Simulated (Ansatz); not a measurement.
`CB(O)O` + `CSS` → `CSSB(O)O` + CH₄  (ligand exchange at a B–C bond)

Isolated molecules relaxed with PBE0-D4/def2-TZVP in Ansatz; ΔE leaves out vibrations. CCSD(T)/CBS is the MP2 limit (def2-TZVPP, def2-QZVPP) plus CCSD(T) − MP2 in def2-TZVPP, frozen cores. This one scheme is used for every species. DFT in def2-TZVPP. HSE06 is defined as in plane-wave codes. One conformer a species, not always the lowest.

Is it downhill or uphill in electronic energy at CCSD(T)/CBS, and by how much? (Estimate.)

Ansatz gave: Downhill: ΔE = -18.8 kcal/mol.

What do these levels give: r2SCAN-D4, r2SCAN0-D4, PBE-QIDH, r2SCAN, r2SCANh, HSE06, RPA@PBE/def2-TZVPP, MP2/def2-SVP, CCSD(T)/def2-SVP, SCS-MP2/def2-TZVPP, SCS-MP2/def2-QZVPP, MP2/CBS(def2)? (An estimate is asked.)

The calculation gave: r2SCAN-D4 -20.2, r2SCAN0-D4 -19.7, PBE-QIDH -19.5, r2SCAN -19.8, r2SCANh -19.6, HSE06 -18.7, RPA@PBE/def2-TZVPP -18.0, MP2/def2-SVP -22.4, CCSD(T)/def2-SVP -21.1, SCS-MP2/def2-TZVPP -19.1, SCS-MP2/def2-QZVPP -18.9, MP2/CBS(def2) -20.3 kcal/mol.

Largest T1 diagnostic among the species: 0.013.

At CCSD(T), def2-SVP lies −2.3 kcal/mol from the extrapolated value and def2-TZVPP −0.1 kcal/mol. The D4 term adds −2.2 kcal/mol with B3LYP and −1.2 kcal/mol with PBE0; it sums over pairs of atoms, weighted by their polarisabilities, and B3LYP, whose exchange is more repulsive, gets the larger term.

B3LYP here is the variant with VWN-RPA as its local correlation; programs differ in this.
